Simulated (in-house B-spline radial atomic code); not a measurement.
KLI/ALDAx excitations of Si²⁺

Method: KLI/ALDAx. Computed with an all-electron radial atomic-structure program (B-spline basis): linear response of the closed shell [Ne] 3s2 with the adiabatic LDA exchange kernel on the exchange-only KLI potential; scalar-relativistic (spin-free one-electron X2C), finite nucleus, no spin-orbit coupling, no double excitations, S, P, D and F terms only.

Command:
```bash
python run_td.py task.json out
```
Settings (radii: box in bohr, nucleus in fm):
```
Z                        14
electrons                12
configuration            [Ne] 3s2
hamiltonian              x2c
method                   kli
box_radius               29.48
rms_radius               3.1224
intervals                109
```

Time taken, with all properties: 0.9 s on 1 thread of Arm Neoverse N1 (shared host).

The lowest states, in the order of their Tamm-Dancoff energies; the method's threshold (minus the highest occupied level) is 32.19 eV. Labels give the largest channel, * marks a mixed state, and oscillator strengths are full-response dipole values. Semilocal kernels can invert the small singlet-triplet splittings of Rydberg terms. Energies in eV:

| state | full response | Tamm-Dancoff | oscillator strength |
| --- | --- | --- | --- |
| 3s → 3p 3P | 5.688 | 6.014 | - |
| 3s → 3p 1P | ? | ? | ? |
| 3s → 3d 3D | 15.959 | 16.044 | - |
| 3s → 3d 1D | 17.628 | 17.636 | - |
| 3s → 4s 3S | 17.771 | 17.789 | - |
| 3s → 4s 1S | 18.782 | 18.805 | - |
| 3s → 4p 3P | ? | ? | - |
| 3s → 4p 1P | 20.849 | 20.900 | 0.00992 |
| 3s → 4d 3D | 23.606 | 23.622 | - |
| 3s → 4d 1D | 24.009 | 24.011 | - |
| 3s → 4f 3F | 24.173 | 24.180 | - |
| 3s → 5s 3S | 24.285 | 24.291 | - |
| 3s → 4f 1F | 24.293 | 24.295 | - |
| 3s → 5s 1S | 24.610 | 24.618 | - |
| 3s → 5p 3P | 25.349 | 25.355 | - |
| 3s → 5p 1P | 25.535 | 25.548 | 0.0116 |

Question: Where does 3s → 4p 3P lie?

Answer: At 20.288 eV in full response, 20.307 eV in Tamm-Dancoff.

Question: Where does 3s → 3p 1P lie?

Answer: At 10.387 eV in full response, 10.894 eV in Tamm-Dancoff, oscillator strength 1.64.

Question: How large is the singlet-triplet splitting of 3s → 3p (P terms) in Tamm-Dancoff?

Answer: 4.88 eV, from the unrounded values.

Question: What polarisabilities and dispersion coefficient does the method give?

Answer: Dipole 11.52 bohr³, quadrupole 37.91 bohr⁵, C6 39.47 hartree·bohr⁶ for two such species.
